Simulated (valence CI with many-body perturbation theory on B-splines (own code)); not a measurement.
Te2+: electric-dipole lines

Computed by relativistic CI+MBPT: four valence electrons over a frozen Dirac-Fock core [Kr] 4d10, radial functions for each j: 11 s, 11 p, 9 d, 7 f, 5 g, 2 h, 1 i, with the one-electron correlation potential Σ1, the two-electron term Σ2, the three-electron term Σ3, Breit, model QED; selected CI, second order for the rest, scaled by the run's own slope (own B-spline code, finite nucleus).

Against 45 measured levels this calculation errs by 178 cm⁻¹ on average and by 974 at most. These come from a selection out of Zhang, Palmeri, Quinet and Biemont, Astron. Astrophys. 551, A136 (2013). Levels without a partner in it may be off by more. Among the levels kept, up to 270 cm⁻¹ of a level comes from second order outside the variational space, and about a tenth of that is noise between levels of different J, which matters for small intervals. 7 measured levels below the end of the list, from 114216 cm⁻¹ on, found no clear computed partner, and computed levels of the same name lie up to 1987 cm⁻¹ from them.

Lines 1 to 50 of 284 in falling wavelength, among levels below 21.556 eV, chosen from the strongest by gf and those to the six lowest levels. Wavelengths and rates use the calculated energies, so an error of 200 cm⁻¹ moves a line at 6447 Å by 1.3 % and its rate by three times that or more. Electric multipoles are in the length gauge, E1 and E2 with the static RPA response of the core. Weak lines are less certain than strong ones. Lines between different terms over intervals too small for the method are left out, as are lines whose strength nearly cancels. Where a level lies close to another of its J and parity, the split of strength between their lines is uncertain. The highest levels of a list are the least certain.

Names give the largest LS component (configuration and term), which can be under half, so a name can repeat, a term be missing and a line seem to break the LS rules; names also repeat where a configuration has a term twice. Letters in brackets count levels of one name in rising energy.

| λ vac (Å) | λ from measured levels | Upper | Lower | A (s⁻¹) | log gf | Branch % |
| --- | --- | --- | --- | --- | --- | --- |
| 17910 |  | 5s2 5p 7p 3D_1 | 5s2 5p 6d 3D°_1 | 1.58e+06 | -0.64 | 1.2 |
| 15450 |  | 5s2 5p 7p 3P_0 | 5s2 5p 6d 3D°_1 | 1.21e+07 | -0.36 | 7.4 |
| 14530 |  | 5s2 5p 6d 3P°_1 | 4f 5s2 5p 3D_1 | 1.66e+06 | -0.80 | 0.1 |
| 14150 |  | 5s2 5p 7p 3P_1 | 5s2 5p 6d 3P°_2 [a] | 1.23e+07 | 0.05 | 8.6 |
| 14070 |  | 5s2 5p 6d 3P°_0 | 4f 5s2 5p 3D_1 | 6.12e+06 | -0.74 | 0.5 |
| 13140 |  | 5s2 5p 7p 3D_1 | 5s2 5p 6d 3F°_2 | 1.59e+07 | 0.09 | 11.8 |
| 13090 |  | 5s2 5p 7p 3D_2 | 5s2 5p 6d 3F°_3 | 1.73e+07 | 0.35 | 12.0 |
| 12950 |  | 5s2 5p 7p 3D_2 | 5s2 5p 6d 3P°_2 [a] | 1.28e+06 | -0.79 | 0.9 |
| 12630 |  | 5s2 5p 6d 1F°_3 | 4f 5s2 5p 1G_4 | 7.30e+06 | 0.09 | 0.4 |
| 12130 |  | 5s2 5p 6d 3P°_1 | 4f 5s2 5p 3D_2 | 5.65e+06 | -0.43 | 0.4 |
| 11510 |  | 5s2 5p 7p 3D_1 | 5s2 5p 7s 3P°_1 | 1.98e+07 | 0.07 | 14.7 |
| 11400 |  | 5s2 5p 6d 3P°_2 [b] | 4f 5s2 5p 3D_3 | 7.51e+06 | -0.14 | 0.6 |
| 11360 |  | 5s2 5p 6d 3F°_2 | 4f 5s2 5p 3G_3 | 8.15e+06 | -0.10 | 1.2 |
| 11250 |  | 5s2 5p 6d 3F°_3 | 4f 5s2 5p 3G_4 | 9.05e+06 | 0.08 | 0.8 |
| 11220 |  | 5s2 5p 7p 3D_1 | 5s2 5p 7s 3P°_0 | 6.99e+06 | -0.40 | 5.2 |
| 11200 |  | 5s2 5p 6d 3F°_4 | 4f 5s2 5p 3G_5 | 8.01e+06 | 0.13 | 1.8 |
| 11130 |  | 5s2 5p 6d 3D°_1 | 4f 5s2 5p 3F_2 | 9.90e+06 | -0.26 | 0.5 |
| 11050 |  | 5s 5p2 5d 3P_1 | 5s2 5p 6d 3P°_2 [a] | 4.66e+06 | -0.59 | 3.4 |
| 10970 |  | 5s2 5p 7p 3D_2 | 5s2 5p 6d 3F°_2 | 2.48e+06 | -0.65 | 1.7 |
| 10960 |  | 5s2 5p 6d 3P°_2 [a] | 4f 5s2 5p 3F_3 | 9.35e+06 | -0.07 | 0.6 |
| 10680 |  | 5s2 5p 6d 3F°_4 | 4f 5s2 5p 3F_4 | 1.38e+06 | -0.67 | 0.3 |
| 10480 |  | 5s2 5p 7p 3P_1 | 5s2 5p 7s 3P°_1 | 6.77e+06 | -0.48 | 4.7 |
| 10440 |  | 5s2 5p 7p 3P_0 | 5s2 5p 7s 3P°_1 | 2.79e+07 | -0.34 | 17.1 |
| 10240 |  | 5s2 5p 7p 3P_1 | 5s2 5p 7s 3P°_0 | 2.28e+07 | 0.03 | 15.9 |
| 10190 |  | 5s2 5p 6d 3D°_3 | 4f 5s2 5p 3F_4 | 8.97e+06 | -0.01 | 0.6 |
| 10080 |  | 5s2 5p 6d 1D°_2 | 4f 5s2 5p 1F_3 | 1.03e+07 | -0.10 | 0.8 |
| 9813 |  | 5s2 5p 7p 3D_2 | 5s2 5p 7s 3P°_1 | 3.99e+07 | 0.46 | 27.8 |
| 9061 |  | 5s2 5p 6p 1S_0 | 5s 5p3 1P°_1 | 1.54e+07 | -0.72 | 5.7 |
| 8509 |  | 5s 5p2 5d 3P_1 | 5s2 5p 7s 3P°_0 | 6.48e+06 | -0.68 | 4.8 |
| 6447 | 6353 | 5s2 5p 6p 1D_2 | 5s2 5p 5d 1F°_3 | 3.33e+07 | 0.02 | 10.9 |
| 6041 | 5990 | 5s2 5p 6p 3P_1 [a] | 5s2 5p 6s 3P°_2 [a] | 1.69e+07 | -0.56 | 4.9 |
| 5894 | 5831 | 5s2 5p 6p 3P_2 | 5s2 5p 5d 3D°_2 | 1.04e+07 | -0.57 | 3.3 |
| 5586 |  | 5s2 5p 6p 3P_0 | 5s2 5p 5d 1P°_1 | 5.21e+07 | -0.61 | 16.1 |
| 5549 | 5496 | 5s2 5p 6p 1D_2 | 5s2 5p 5d 3P°_1 [b] | 9.47e+06 | -0.66 | 3.1 |
| 5386 | 5330 | 5s2 5p 6p 3P_2 | 5s2 5p 5d 3D°_3 | 2.86e+07 | -0.21 | 9.0 |
| 5319 | 5250 | 5s2 5p 6p 3D_3 | 5s2 5p 5d 3D°_3 | 1.06e+07 | -0.50 | 3.1 |
| 5238 | 5185 | 5s2 5p 6p 3S_1 | 5s2 5p 5d 3D°_2 | 1.55e+07 | -0.72 | 4.5 |
| 5124 | 5082 | 5s2 5p 6p 3S_1 | 5s2 5p 5d 3P°_1 [a] | 2.23e+07 | -0.58 | 6.5 |
| 4953 |  | 5s2 5p 6p 3P_1 [b] | 5s2 5p 6s 1P°_1 | 5.09e+07 | -0.25 | 16.2 |
| 4841 | 4787 | 5s2 5p 6p 3D_1 | 5s2 5p 6s 3P°_1 | 7.38e+07 | -0.11 | 27.1 |
| 4777 | 4729 | 5s2 5p 6p 3D_1 | 5s2 5p 6s 3P°_0 | 2.86e+07 | -0.53 | 10.5 |
| 4406 |  | 5s2 5p 6p 3P_2 | 5s2 5p 6s 3P°_2 [b] | 7.93e+07 | 0.06 | 25.0 |
| 4399 | 4373 | 5s2 5p 6p 3P_1 [b] | 5s2 5p 6s 3P°_2 [a] | 4.17e+07 | -0.44 | 13.2 |
| 4384 |  | 5s2 5p 6p 1S_0 | 5s2 5p 5d 3P°_1 [b] | 7.64e+07 | -0.66 | 28.4 |
| 4360 |  | 5s2 5p 6p 3D_3 | 5s2 5p 6s 3P°_2 [b] | 7.23e+07 | 0.16 | 21.2 |
| 4187 |  | 5s2 5p 6p 3P_1 [b] | 5s2 5p 5d 1P°_1 | 3.41e+07 | -0.57 | 10.8 |
| 4169 | 4184 | 5s2 5p 6p 3D_1 | 5s2 5p 5d 3F°_2 | 3.67e+07 | -0.54 | 13.5 |
| 4144 | 4125 | 5s2 5p 6p 3P_2 | 5s2 5p 6s 3P°_2 [a] | 4.42e+07 | -0.25 | 13.9 |
| 4139 | 4100 | 5s2 5p 6p 3P_1 [a] | 5s2 5p 6s 3P°_1 | 4.10e+07 | -0.50 | 11.8 |
| 4106 | 4076 | 5s2 5p 6p 3P_0 | 5s2 5p 6s 3P°_1 | 1.33e+08 | -0.47 | 41.0 |

Problem. How does gf follow from A for the line at 5386 Å?

Solution. gf = 1.4992 × (2J+1)_upper × A / σ², with σ = 18565 cm⁻¹ and 2J+1 = 5: gf = 0.623.
